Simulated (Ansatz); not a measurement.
Si$_{2}$H$_{7}$SF, singlet: at the start structure of a reaction step.

The input file, in.yaml:

```yaml
crystal:
  periodic: [false, false, false]
  atoms:
    - {symbol: Si, position_ang: [-1.360026, -0.154947, -0.342577]}
    - {symbol: F, position_ang: [-0.825192, -1.654920, -0.596332]}
    - {symbol: H, position_ang: [-1.193977, 0.611112, -1.602416]}
    - {symbol: H, position_ang: [-2.811216, -0.265675, -0.034857]}
    - {symbol: Si, position_ang: [-0.225563, 0.822017, 1.458555]}
    - {symbol: H, position_ang: [1.403078, -1.492899, -1.716370]}
    - {symbol: S, position_ang: [2.140003, -0.388685, -1.913942]}
    - {symbol: H, position_ang: [-0.511767, 0.065544, 2.707154]}
    - {symbol: H, position_ang: [1.242349, 0.861073, 1.239372]}
    - {symbol: H, position_ang: [-0.733810, 2.212400, 1.617051]}
    - {symbol: H, position_ang: [2.876021, -0.615122, -0.815636]}
basis:
  gaussian: {orbitals: def2-TZVPP}
hamiltonian: {xc: {name: PBE-QIDH}}
```

Command:

```bash
ansatz run in.yaml --threads 4 --pin off --events-out ev --progress --plain --max-ram 9574MiB
```

Output of Ansatz 0.2.0:

```
Functional definition: PBE-QIDH
  name "PBE-QIDH"
  cite "Brémond, Sancho-García, Pérez-Jiménez & Adamo, J. Chem. Phys. 141, 031101 (2014) doi:10.1063/1.4890314"
  cite "Perdew, Burke & Ernzerhof, Phys. Rev. Lett. 77, 3865 (1996) doi:10.1103/PhysRevLett.77.3865"
  parameter a = 3^(-1/3)
  parameter c = 1/3
  exchange = (1 - a)*pbe_x + a*exact_x
  correlation = (1 - c)*pbe_c + c*(mp2_os + mp2_ss)
1451 factors; integrals over basis functions are off by at most 1.5e-3 eV
mean field evaluation 1: about -29395.5325 eV, gradient 2.9e1 eV
mean field evaluation 2: about -29395.6981 eV, gradient 2.9e1 eV
mean field evaluation 4: about -29397.4167 eV, gradient 2.5e0 eV
mean field evaluation 8: about -29397.4429 eV, gradient 1.5e-1 eV
mean field evaluation 16: about -29397.4430 eV, gradient 8.7e-5 eV
mean field -29397.44302029 eV, -1080.3361046932 hartree, gradient 5.4e-6 eV, S^2 0.000000; 0 other end points of the search recorded, 0 dependent functions left out
16 core orbitals not correlated: weight in the atoms' cores, before any rotation towards them, 1.000 or more for the frozen orbitals, at most 0.000 for the correlated occupied ones
reference -29397.44303484 eV, -1080.3361052280 hartree; 14, 14 occupied and 225, 225 virtual orbitals, 1451 factors
second order -21.43760251 eV of doubles, -0.00000000 eV of singles
Total energy: -29404.58890235 eV, -1080.5987110150 hartree
```

Hardware: 4 CPU threads of an Arm Neoverse V1, shared host. Wall time 6 s; peak host memory 0.61 GiB.
